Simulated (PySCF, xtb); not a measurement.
Mo(O)2(Cl)2 anion (Cl₂MoO₂), SMILES [Mo](=[O])([Cl])(=[O])[Cl] (connectivity only; charge and spin as stated), charge -1, multiplicity 2.

Harmonic wavenumbers (cm⁻¹) from GFN2-xTB in xtb at its own minimum, in rising order: 71, 141, 154, 182, 210, 243, 296, 859, 946.

Question: What does B3LYP-D3(BJ)/def2-SVPD (PySCF) give at its own minimum? (The exact figures need the calculation; the answer reports its results.)

Answer: 108, 139, 167, 176, 275, 339, 376, 930, 976. Paired by order, the mean absolute difference is 45 cm⁻¹ and the zero-point energies are 4.4 and 5.0 kcal/mol.
